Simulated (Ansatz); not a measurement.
Input for Ansatz (an electronic-structure program): R-r2SCAN/def2-TZVPPD on CH3F3O (a complex), monomers drawn apart or pushed together. Files ending in .json are basis or fitting sets from the Basis Set Exchange.

Ansatz 0.2 input:
```yaml
crystal:
  periodic: [false, false, false]
  atoms:
    - {symbol: O, position_ang: [0.20833246, -0.05705035, 0.03326065]}
    - {symbol: H, position_ang: [0.33080413, 0.77345075, -0.43858485]}
    - {symbol: H, position_ang: [0.69397147, -0.71782353, -0.47160150]}
    - {symbol: F, position_ang: [0.61368388, 1.14282751, 3.44875489]}
    - {symbol: C, position_ang: [0.22218212, -0.08751874, 3.07122218]}
    - {symbol: F, position_ang: [-0.90105456, -0.39115713, 3.74315317]}
    - {symbol: F, position_ang: [1.17748950, -0.95904457, 3.44151653]}
    - {symbol: H, position_ang: [0.06196138, -0.12641450, 1.99470222]}
basis:
  gaussian:
    orbitals: def2-TZVPPD.json
hamiltonian:
  xc: {name: r2SCAN}
scf: {lower_state_search: off}
```

**Question.** Predict the final total energy.

**Answer.** -414.6821 hartree.
